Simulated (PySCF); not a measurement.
**Correlation energy of Re⁻ (rhenium, charge -1)**

[Xe] 4f14 5d6 6s2, high-spin 5D determinant. Computed with PySCF 2.14 in aug-cc-pVDZ-PP with ECP60MDF, with scalar relativity through the core potential. Frozen: 5s2 5p6; 8 electrons correlated.

| level | correlation energy (mhartree) |
| --- | --- |
| CCSD | -166.02 |
| (T) | -8.97 |
| CCSD(T) | -174.99 |

Diagnostics: T1 = 0.089, D1 = 0.3400, largest double amplitude 0.074.

Spin-orbit coupling, absent here, splits the open shell strongly. T1 exceeds 0.03, a sign that the reference determinant is poor.

Cost of the coupled-cluster step: roughly 5 core-seconds, for 8 correlated electrons.
